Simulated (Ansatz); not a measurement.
Consider the cleavage of the Si–B bond: `C[SiH](N)BF` + CH₃NH₂ → `CN[SiH](C)N` + `BF`.

Calculated with Ansatz (gas phase, PBE0-D4/def2-TZVP geometries, no zero-point term in ΔE). CCSD(T)/CBS adds triple-zeta CCSD(T) − MP2 to the extrapolated MP2 energy (def2 sets, frozen cores). This one scheme is used for every species. DFT in def2-TZVPP. B3LYP here is the variant with VWN-RPA as its local correlation; programs differ in this. One conformer a species, not always the lowest.

Question: Is it downhill or uphill in electronic energy at CCSD(T)/CBS, and by how much? (Best estimate.)

Answer: Ansatz gave: Downhill: ΔE = -102.3 kJ/mol.

Question: What do these levels give: PBE0-D4, B3LYP-D4, r2SCAN, PBE0, HF/def2-TZVPP, MP2/def2-QZVPP? (An estimate is asked.)

Answer: The calculation gave: PBE0-D4 -92.1, B3LYP-D4 -101.7, r2SCAN -96.9, PBE0 -88.0, HF/def2-TZVPP -108.4, MP2/def2-QZVPP -112.3 kJ/mol.

Largest T1 diagnostic among the species: 0.013.

From PBE to PBE0 (25 % exact exchange), in def2-TZVPP and without D4, ΔE moves by −7.3 kJ/mol. The D4 term adds −7.3 kJ/mol with B3LYP and −4.1 kJ/mol with PBE0; it sums over pairs of atoms, weighted by their polarisabilities, and B3LYP, whose exchange is more repulsive, gets the larger term.
